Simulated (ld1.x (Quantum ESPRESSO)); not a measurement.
## Co (Z = 27): variants of one TM potential

Base potential:

cobalt (Co), norm-conserving Troullier–Martins (Kleinman–Bylander form), made with ld1.x (Quantum ESPRESSO) 7.5 (LDA (PZ), scalar-relativistic). Core [Ne], reference 3s2 3p6 3d7 4s1 4p0 (charge +1). Waves: 3s (bound): rc 1.30 bohr; 3p (bound): rc 1.10 bohr; 3d (bound): rc 1.05 bohr. Local part: all-electron potential smoothed inside 0.85 bohr (lloc = -2). Core correction: a·sin(br)/r model core inside 0.90 bohr.

Occupied shells without a wave of their own: 4s. They enter only through the test configuration that unscreens the potential, and ld1.x also counts them in the model core charge.

Cutoffs, loose and tight: the cutoffs (Ry, on a coarse ladder) from which the occupation-weighted sum of valence levels, in a spherical-Bessel basis at the reference potential, stays within 10 and 1 mRy of its value at 400 Ry. They do not see the model core or the augmentation charge, which bear on the density cutoff. Test errors are all-electron minus pseudo excitation energies from the reference, over the configurations 3s2 3p6 3d7 4s2 4p0; 3s2 3p6 3d7 4s0 4p0; 3s2 3p6 3d6 4s0 4p0; 3s2 3p6 3d7 4s0 4p2; 3s2 3p6 3d7 4s1 4p1; 3s2 3p6 3d6 4s2 4p1; 3s2 3p6 3d5 4s0 4p0 (two spin-polarised tests are not counted in the largest error). A dash means not determined; rows that change the core or the reference have their own tests. The largest error is taken over the tests solved by every variant that gives reliable tests at all: 3s2 3p6 3d5 4s0 4p0; 3s2 3p6 3d6 4s0 4p0; 3s2 3p6 3d7 4s0 4p2; 3s2 3p6 3d7 4s1 4p1; 3s2 3p6 3d7 4s2 4p0.

With those shells counted twice in exchange and correlation these files are broken, and their errors move erratically; no question is asked of them.

| change | outcome | cutoff, loose | cutoff, tight | bound ghosts | largest test error (meV) |
| --- | --- | --- | --- | --- | --- |
| base | generated, misses its reference levels by 0.48 eV | 180 Ry | 300 Ry | none | -1892 |
| local potential all-electron potential smoothed inside 0.58 bohr (lloc = -2) | generated, misses its reference levels by 1.00 eV | 180 Ry | 300 Ry | none | -3412 |
| local potential all-electron potential smoothed inside 0.74 bohr (lloc = -2) | generated, misses its reference levels by 0.63 eV | 180 Ry | 300 Ry | none | -2306 |
| local potential all-electron potential smoothed inside 0.86 bohr (lloc = -2) | generated, misses its reference levels by 0.44 eV | 180 Ry | 300 Ry | none | -1800 |
| local potential all-electron potential smoothed inside 0.98 bohr (lloc = -2) | generated | 180 Ry | 300 Ry | none | -963 |
| local potential all-electron potential smoothed inside 1.20 bohr (lloc = -2) | generated, misses its reference levels by 0.74 eV | 180 Ry | 300 Ry | none | -2604 |
| local potential all-electron potential smoothed inside 1.36 bohr (lloc = -2) | generated, misses its reference levels by 0.24 eV | 180 Ry | 300 Ry | none | -1395 |
| local potential all-electron potential smoothed inside 1.52 bohr (lloc = -2) | generated, misses its reference levels by 0.17 eV | 180 Ry | 300 Ry | none | -495 |

Reading the sweep of the rcloc (base included, trends over the rows without a ghost): The loose cutoff stays near 180 Ry. The median size of the test errors (rows with all tests solved) falls from 1071.7 meV at 0.58 to 551.5 meV at 0.86 bohr.
